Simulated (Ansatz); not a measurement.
Input:

```yaml
crystal:
  periodic: [false, false, false]
  atoms:
    - { symbol: C, position_ang: [-0.70965, 1.5411, -0.27565] }
    - { symbol: Si, position_ang: [-0.24707, -0.11848, -0.63984] }
    - { symbol: C, position_ang: [0.71684, -0.91229, 0.81337] }
    - { symbol: Na, position_ang: [-0.77091, -1.48571, -2.92221] }
    - { symbol: H, position_ang: [-1.26085, 2.14758, -0.97901] }
    - { symbol: H, position_ang: [-0.474, 2.03966, 0.65338] }
    - { symbol: H, position_ang: [-0.88711, -0.89281, -1.67151] }
    - { symbol: H, position_ang: [1.0149, -1.93876, 0.60018] }
    - { symbol: H, position_ang: [1.61897, -0.34677, 1.03338] }
basis:
  gaussian: { orbitals: def2-SVP }
hamiltonian:
  xc: pbe
  dispersion: d4
relax:
  f_tol: 0.02
  max_steps: 50
```

Launched with:

```bash
$ ansatz run input.yaml --threads 2 --pin off --max-ram 3072MiB --backend cpu --events-out ev --progress --plain --runs-dir out
```

Hardware: 2 threads of Arm Neoverse V2 (shared host).

Question: Roughly how long does this run take, and how much memory?

Answer: 38 s, with a peak of 0.16 GiB, for 22 ionic steps.
